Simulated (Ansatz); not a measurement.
Input and output for C3H4AlNO, SMILES `C=[N][Al]1[O][C]1=C`.

```yaml
crystal:
  periodic: [false, false, false]
  atoms:
    - {symbol: C, position_ang: [0.997199, -2.710860, -1.141609]}
    - {symbol: N, position_ang: [0.592431, -1.700638, -0.773611]}
    - {symbol: Al, position_ang: [0.014683, -0.144420, -0.165450]}
    - {symbol: O, position_ang: [-0.624140, 1.358597, -0.789278]}
    - {symbol: C, position_ang: [-0.464723, 1.409035, 0.614945]}
    - {symbol: C, position_ang: [-0.881248, 2.387262, 1.370524]}
    - {symbol: H, position_ang: [0.360213, -3.622549, -1.216098]}
    - {symbol: H, position_ang: [2.066390, -2.971942, -1.377665]}
    - {symbol: H, position_ang: [-0.712146, 2.375845, 2.502216]}
    - {symbol: H, position_ang: [-1.256980, 3.403102, 1.018278]}
basis:
  gaussian: {orbitals: 6-31G}
hamiltonian: {xc: {name: B2GP-PLYP}}
output: {forces: true}
```

```sh
$ ansatz run in.yaml --threads 4 --pin off --events-out ev --progress --plain --max-ram 10444MiB
```

Shortened log:

```
Functional definition: B2GP-PLYP
854 factors; integrals over basis functions are off by at most 2.5e-4 eV
mean field evaluation 1: about -13275.6762 eV, gradient 5.4e1 eV
mean field evaluation 2: about -13275.6816 eV, gradient 5.4e1 eV
mean field evaluation 4: about -13281.9881 eV, gradient 8.8e0 eV
mean field evaluation 8: about -13282.1571 eV, gradient 1.5e-1 eV
mean field evaluation 16: about -13282.1573 eV, gradient 1.7e-4 eV
mean field -13282.15729309 eV, -488.1102775517 hartree, gradient 5.2e-6 eV, S^2 0.000000; 0 other end points of the search recorded, 0 dependent functions left out
10 core orbitals not correlated: weight in the atoms' cores, before any rotation towards them, 1.000 or more for the frozen orbitals, at most 0.000 for the correlated occupied ones
reference -13282.15741046 eV, -488.1102818648 hartree; 15, 15 occupied and 41, 41 virtual orbitals, 854 factors
second order -17.22651250 eV of doubles, -0.00000000 eV of singles
Total energy: -13288.35895496 eV, -488.3381844215 hartree
Atom 0 at     0.997199    -2.710860    -1.141609 Å, force     4.287465   -11.528549    -3.484353 eV/Å
Atom 1 at     0.592431    -1.700638    -0.773611 Å, force    -4.181031    11.541110     4.082631 eV/Å
Atom 2 at     0.014683    -0.144420    -0.165450 Å, force     1.215212    -3.187279    -0.842423 eV/Å
Atom 3 at    -0.624140     1.358597    -0.789278 Å, force    -0.387643     0.564478    -2.652812 eV/Å
Atom 4 at    -0.464723     1.409035     0.614945 Å, force    -0.510463     0.986907     1.544778 eV/Å
Atom 5 at    -0.881248     2.387262     1.370524 Å, force    -0.184679     3.031947     3.313032 eV/Å
Atom 6 at     0.360213    -3.622549    -1.216098 Å, force     0.130557     0.078275    -0.234595 eV/Å
Atom 7 at     2.066390    -2.971942    -1.377665 Å, force    -0.446459     0.438687    -0.033434 eV/Å
Atom 8 at    -0.712146     2.375845     2.502216 Å, force    -0.296500    -0.221059    -1.746702 eV/Å
Atom 9 at    -1.256980     3.403102     1.018278 Å, force     0.373540    -1.704517     0.053879 eV/Å
Dipole moment:     0.359648    -0.864634     0.132806 e Å
```

Hardware: 4 threads of an Intel Xeon 6975P-C on a shared host. Wall time 1.3 s, peak host memory 0.16 GiB.
